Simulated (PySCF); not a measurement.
A structure optimised at B3LYP-D3(BJ)/def2-SVP, used in a PySCF frequency run:

```xyz
13

O      2.5811    -0.5223     0.9725
Si     1.4639    -0.0189    -0.1804
Si    -0.1227    -1.7001    -0.7648
C     -1.2220    -1.0777     0.6848
Si    -0.5440     0.6900     0.8207
Cl    -1.4944     1.8453    -0.6551
H      3.2845    -1.1088     0.6675
H      2.1004     0.8291    -1.2331
H      0.2724    -3.1361    -0.6415
H     -0.7816    -1.4884    -2.0858
H     -0.9253    -1.6278     1.5971
H     -2.3116    -1.1725     0.5610
H     -0.7128     1.3869     2.1270
```
Charge 0, spin multiplicity 1.

Write its SMILES and formula.

O[Si@H]1[SiH2]C[Si@@H]1Cl, CH7ClOSi3

What are its rotational constants (standard atomic weights)?

2.0465, 1.0912, 0.90288 GHz
